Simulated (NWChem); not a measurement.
System: CH4N, doublet; SMILES [NH]C

The following NWChem deck was run.

```
start job
memory heap 200 mb stack 900 mb global 1100 mb
geometry units angstroms noautoz
  C     -0.019958    -0.614296     0.000000
  N     -0.125444     0.825921     0.000000
  H      0.533540    -0.983309    -0.881604
  H     -1.015095    -1.070260     0.000000
  H      0.533540    -0.983309     0.881604
  H      0.841777     1.185341     0.000000
end
basis spherical
  C library def2-svp
  N library def2-svp
  H library def2-svp
end
dft
  odft
  mult 2
  xc b3lyp
  iterations 150
  mulliken
end
task dft energy
```

In the optimisation the excess spin sits in a" (Cs, its own frame). Structure relaxed at the B3LYP/6-31G* (spherical d), spin-unrestricted level. No stability test was run on the SCF state.

Q: Predict the main results of this run. (B3LYP/def2-SVP, spin-unrestricted.) Quantities: energy (Ha); highest occupied level (eV); lowest empty minus highest occupied level, either spin (eV); dipole (D); <S²>.

A: The energy (Ha) is -95.12 and the highest occupied level (eV) is -7.12. The lowest empty minus highest occupied level, either spin (eV) is 4.90 and the dipole (D) comes out as 1.94. The <S²> is 0.753.
